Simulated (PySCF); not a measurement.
C2H6ClFSi, SMILES F[Si@@H](Cl)CC.

The structure is a stationary point at PBE0-D3(BJ)/def2-SVP. The structure was generated by enumeration; whether it is a known compound was not checked. The values are those of a single conformer.

The numbers are results of TDDFT-PBE/def2-SVPD in PySCF, not measurements.

Vertical excitations. 

Computed UV-visible absorptions:
```csv
state,energy (eV),λ (nm),f,main pairs
S1,7.04,176,0.001,HOMO→LUMO 100 %
S2,7.20,172,0.015,HOMO→LUMO+1 99 %
S3,7.53,165,0.024,HOMO→LUMO+2 98 %
S4,7.75,160,0.019,HOMO−1→LUMO 93 %
S5,7.90,157,0.022,"HOMO−1→LUMO+1 50 %, HOMO−2→LUMO 48 %"
S6,7.95,156,0.024,"HOMO−2→LUMO 47 %, HOMO−1→LUMO+1 43 %"
S7,8.09,153,0.011,HOMO−2→LUMO+1 88 %
S8,8.15,152,0.006,HOMO−1→LUMO+2 85 %
S9,8.26,150,0.027,"HOMO→LUMO+3 60 %, HOMO→LUMO+4 34 %"
S10,8.36,148,0.001,HOMO−3→LUMO 92 %
T1,6.82,182,0,HOMO→LUMO 97 %
T2,6.88,180,0,HOMO→LUMO+1 97 %
T3,7.32,169,0,HOMO→LUMO+2 98 %
T4,7.47,166,0,HOMO−1→LUMO 97 %
```
Triplets are in the Tamm–Dancoff approximation, which puts them higher than full response would, so one can lie above its singlet here.
